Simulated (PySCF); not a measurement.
Input of a run (PBE0-D3(BJ)/def2-SVP geometry optimisation, gas phase (PySCF 2.14.0)), started from GFN2-xTB:
```
{"job": {"xc": "PBE0", "basis": "def2-SVP", "d3": "d3bj", "grid": 1, "kind": "geom"}, "charge": 0, "multiplicity": 1}
C     -1.409956    -0.506180     0.181236
B      0.103990    -0.081260    -0.002577
C      0.391595     1.472817    -0.083807
B      1.313147    -1.214949    -0.161219
F      1.963244    -1.732262     0.872415
H     -2.118129     0.314701     0.093443
H     -1.537912    -0.940087     1.173458
H     -1.705194    -1.285821    -0.518852
H     -0.157596     2.025883     0.676506
H      0.022765     1.839862    -1.042320
H      1.440184     1.751291    -0.014969
H      1.695061    -1.644682    -1.199343
```

Output (energies in Eh, forces in Eh/bohr):
```
step   0  E = -229.56511862  max force = 0.017126
step   1  E = -229.56771014  max force = 0.004910
step   2  E = -229.56780730  max force = 0.000993
step   3  E = -229.56781955  max force = 0.002086
step   4  E = -229.56784111  max force = 0.001285
step   5  E = -229.56786353  max force = 0.000489
step   6  E = -229.56787351  max force = 0.000466
step   7  E = -229.56788273  max force = 0.000418
optimisation converged
```

Task: Summarise the run.

Result: The energy falls by 1.7 kcal/mol over 8 energy and gradient evaluations, the largest force component goes from 0.0171 to 4.2e-04 Eh/bohr, and the atoms move by 0.067 Å rms after alignment. Among the bonds, B2–B4 and B4–H12 change most and about equally (+0.035 to +0.036 Å). Bonds longer at the end by more than 0.005 Å: 9 of 11; shorter: 2. Among the angles that change most is B2–C1–H7, from 108.9° to 105.4°. The energy never rose by more than 1e-6 Eh on the way. The first step brought 94 % of the lowering.

Task: What are the final bond lengths?

Result: C1–B2 1.573 Å, B2–C3 1.573 Å, B2–B4 1.701 Å, B4–F5 1.332 Å, C1–H6 1.101 Å, C1–H7 1.109 Å, C1–H8 1.102 Å, C3–H9 1.103 Å, C3–H10 1.109 Å, C3–H11 1.099 Å, B4–H12 1.222 Å. Numbering counts from 1 in the input's order; the species is `B(C)(BF)C`.

The run used 105 basis functions and 47 SCF cycles in all. On one thread, x86-64 server (shared host), this took 34 s.

Whether it is a minimum is left open (no frequencies).

Shape of the structure used: `[CH3:1][B:2]([CH3:3])[BH:4][F:5]`: C1–B2–B4–F5 -87°.
